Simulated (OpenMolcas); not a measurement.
## Si²⁺: effect of correlating more closed shells

```
Program             : OpenMolcas 26.06
Basis               : ANO-RCC-VTZP [5s4p2d1f]
Scalar Hamiltonian  : DKH2, point nucleus
Active space        : 2 electrons in 4 orbitals (3s 3p)
State averaging     : 2S+1 = 3 even, 3 roots; 2S+1 = 1 even, 7 roots; 2S+1 = 3 odd, 3 roots; 2S+1 = 1 odd, 3 roots
Spin-orbit coupling : RASSI with atomic mean-field integrals over the reference wave functions, term energies averaged over their components
```

Methods on the same reference wave functions:
A. CASSCF
B. MS-CASPT2, IPEA 0.25 Eh, imaginary shift 0.1 Eh (closed shells correlated: none)
C. MS-CASPT2, IPEA 0.25 Eh, imaginary shift 0.1 Eh (closed shells correlated: 2s 2p)

Energies in cm-1 above 3s2 1S0, the measured ground level; measured values from NIST levels in Kelleher and Podobedova, J. Phys. Chem. Ref. Data 37, 1285 (2008).

```
      Level       A       B       C  Measured
    3s2 1S0     0.0     0.0     0.0       0.0
3s 3p 3P* 0   51662   51722   51986     52725
3s 3p 3P* 1   51770   51829   52093     52853
3s 3p 3P* 2   51985   52045   52309     53115
3s 3p 1P* 1   92693   85521   85438     82884
    3p2 3P0  129455  129207  129580    129708
    3p2 3P1  129562  129315  129687    129842
    3p2 3P2  129768  129491  129861    130101
    3p2 1D2  140725  130199  130512    122215
    3p2 1S0  165368  154762  154886    153444
```

Deviations, from unrounded energies. A percentage is the sum of absolute deviations over the sum of measured energies, with the sign that they share, or ± where signs differ.

```json
{"Against measurement": "mean absolute deviation (cm-1)", "Levels": "9", "A": "4900", "B": "1900", "C": "1700"}
{"Against measurement": "other configurations (%)", "Levels": "9", "A": "±4.9", "B": "±1.8", "C": "±1.7"}
```

C lies closest to measurement on these levels and A furthest from it. The largest miss of C in the table is 3p2 1D2, by +8300 cm-1. The ranking rests on the paired levels alone, and a cruder setting can come out closer through cancelling errors.

Between B and C the level of the table that moves most is 3p2 3P1, by 370 cm-1 (lowest in B, highest in C).

The lowest spin-free term lies below A's lowest term by 0.006 hartree in B, 0.025 hartree in C.

What an inner shell adds also hangs on whether the basis holds functions to correlate it.

Over all roots computed the reference weight is 0.92 to 1.00 in B, 0.92 to 1.00 in C; the roots of lowest weight are the least certain, and an intruder state may touch them. The ¹D term of p² mixes with s d, which this space lacks. Some levels mix across a computed gap that differs much from the measured one, so their mixing is not that of the real levels (holds for C). Computed and measured levels are paired by configuration, term and J; levels that our copy of the source lacks, or whose pairing is in doubt (as where it misses far off the trend of its configuration), stay unpaired and out of the deviations. Only configurations of the active space appear.

* marks odd parity.
